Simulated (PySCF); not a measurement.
Compound: C4H13BN (charge +1).
Cartesian coordinates in Å at the GFN2-xTB level; atoms count from 1:
```xyz
19
C4H13BN angstrom
C      2.7616    0.3118    0.1530
N      1.3194    0.6183    0.1866
C      0.4411   -0.5273   -0.1862
B     -1.1325   -0.2331   -0.1252
C     -1.6854    1.1846    0.2432
C     -2.0824   -1.4417   -0.3966
H      3.3458    1.1903    0.4199
H      2.9874   -0.4879    0.8562
H      3.0482   -0.0105   -0.8465
H      1.0537    0.9313    1.1275
H      1.1160    1.3917   -0.4569
H      0.7162   -0.8412   -1.1950
H      0.6890   -1.3645    0.4683
H     -2.5287    1.4521   -0.3904
H     -2.1093    1.1453    1.2481
H     -0.9897    2.0214    0.2253
H     -1.7630   -2.0540   -1.2374
H     -2.0793   -2.1166    0.4606
H     -3.1179   -1.1609   -0.5622
```

A PySCF run (density fitting, gas phase, GFN2-xTB geometry) gave HOMO -14.56 eV, LUMO -3.78 eV.

Task: Which of these levels was it?
A. CAM-B3LYP/def2-SVPD
B. PW91/pcSseg-0
C. PBE0/pcSseg-1
D. B97-D/3-21G
E. KT3/ANO-RCC-VDZP

Result: A. It is CAM-B3LYP/def2-SVPD. All candidates on this geometry:

```tsv
level and settings	kind	basis functions	SCF cycles	E (Eh)	HOMO (eV)	LUMO (eV)
PW91/pcSseg-0, energy threshold 1e-07 Eh	GGA	80	8	-238.9862	-11.89	-5.92
KT3/ANO-RCC-VDZP, fitting basis def2-qzvpp-jkfit	GGA	149	10	-243.5888	-11.77	-5.78
B97-D/3-21G, fitting basis def2-qzvpp-jkfit	GGA	80	9	-238.1554	-11.59	-5.40
PBE0/pcSseg-1	global hybrid	167	12	-239.2961	-13.13	-4.88
CAM-B3LYP/def2-SVPD	range-separated hybrid	224	12	-239.3209	-14.56	-3.78
```

The nearest other candidate, by the summed differences of HOMO and LUMO, is PBE0/pcSseg-1: its HOMO differs by +1.43 eV and its LUMO by -1.10 eV. B97-D ran without the empirical dispersion term, which would shift the total energy alone. Cycle counts include a coarse-grid stage where the run had one. KT3 was designed for NMR shieldings or shifts; total energies of different functionals aren't comparable. ANO-RCC sets were contracted for a scalar-relativistic Hamiltonian, but ran non-relativistically here.
